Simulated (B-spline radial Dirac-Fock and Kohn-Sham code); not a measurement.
ΔSCF core binding energies without Breit or QED terms, calculated with an atomic code on a B-spline grid.

A sound run for the Sn atom, [Kr] 4d10 5s2 5p2: The ground state converged in 10 iterations, with total energy -6176.13019 Ha, virial ratio 1.94964 and highest orbital energy -6.57 eV. ΔSCF binding energies: K (1s) 29303.3 eV, L3 (2p3/2) 3944.6 eV, M5 (3d5/2) 493.3 eV.

A second run, with one unsound setting: The ground state had not converged after 56 iterations, with total energy -6175.83756 Ha, virial ratio 1.94450 and highest orbital energy -4.81 eV. ΔSCF binding energies: K (1s) 29331.8 eV, L3 (2p3/2) 3969.1 eV, M5 (3d5/2) 510.6 eV (not all states converged, so these are not final).

```
iter   energy (Ha)        error
   1    -6174.45949593  1.76e+00
   2    -6175.42857807  1.87e-01
   3    -6175.43977695  1.85e-01
   4    -6175.45079982  1.84e-01
   5    -6175.46164940  1.82e-01
   6    -6175.47232837  1.81e-01
   7    -6175.48283938  1.79e-01
   8    -6175.49318501  1.78e-01
   9    -6175.50336782  1.76e-01
  17    -6175.57926299  1.65e-01
  25    -6175.64609118  1.54e-01
  33    -6175.70491836  1.44e-01
  41    -6175.75668719  1.35e-01
  49    -6175.80223113  1.26e-01
  56    -6175.83755704  1.20e-01
```

Q: Which fault fits the second run best?
A. nuclear radius in wrong units
B. mesh too coarse
C. damping too heavy
D. box too small

A: C. The input had damp = 0.995; ndamp = 100: damp is so close to 1 that the orbitals hardly move in each step.
